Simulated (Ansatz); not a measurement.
Coupled-cluster diagnostics for the cluster Zr₂O₅H₂, Ansatz.

Geometry of the singlet (B3LYP-D4/def2-SVP):

```xyz
9

Zr    0.814    0.812   -0.813
Zr   -0.982   -0.404    1.334
O    -1.387   -2.278    1.614
O    -1.229    0.190   -0.401
O     1.706    2.548   -0.842
O     0.253    2.655   -1.183
O     0.847   -0.004    1.132
H     1.389   -0.308   -2.226
H    -1.413   -3.211    1.384
```

In the def2 sets Zr takes a core potential; there is no spin–orbit coupling. Correlated methods freeze 5 core orbitals; core or outer-core shells of Zr are correlated, in sets that lack core-valence functions. The structure holds 1 bond(s) between oxygen atoms. Another isomer (singlet) lies 4.04 eV lower at PBE0-D4/def2-TZVP; other spin states weren't run for this one.

**Question.** Estimate the CCSD(T) correlation energy, the shares of MP2 and (T), T1 and the reference's ⟨S²⟩ for: charge 0, singlet, own geometry in def2-SVP; and the rough time on 4 threads of Arm Neoverse V2 on a shared host.

**Answer.** 
```json
{"state": "charge 0, singlet, own geometry", "basis": "def2-SVP", "correlation (eV)": "-40.924", "MP2 share (%)": "97.1", "(T) share (%)": "4.1", "T1": "0.027", "⟨S²⟩ (pure)": "0.00 (0.00)", "wall time": "64 s"}
```
Customary marks for T1 are 0.02 (closed shells), 0.045 (open shells) and about 0.05 (3d metals). T1 exceeds 0.02 in 1 of 1 rows and 0.045 in 0; the higher it lies, the less the single-reference result can be trusted.
